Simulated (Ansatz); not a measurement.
`[Cl][Ti]([Cl])([I])[I]`. Charge 0, multiplicity 1. Correlated methods include outer-core shells of I, Ti, which these sets cover unevenly. Scalar relativity is left out up to krypton. I: def2 effective core potential.

```tsv
atom	x (Å)	y (Å)	z (Å)
Cl1	-1.440	-1.122	1.258
Ti2	-0.089	-0.026	-0.024
Cl3	-1.034	0.409	-1.918
I4	0.568	2.140	1.104
I5	1.995	-1.401	-0.421
```

Task: Give the diagnostics of a CCSD(T)/def2-TZVPP run (frozen core, Ansatz 0.2.0). (Best estimate.)

Result: The calculation gave: T1 = 0.0238, largest single amplitude 0.081, largest double 0.042, (T) share of the correlation energy 4.6 %, 14 CCSD cycles. The RHF solution is stable towards an unrestricted one. T1 lies over the customary mark of 0.02 for closed shells; compounds of d metals often pass it without a breakdown.
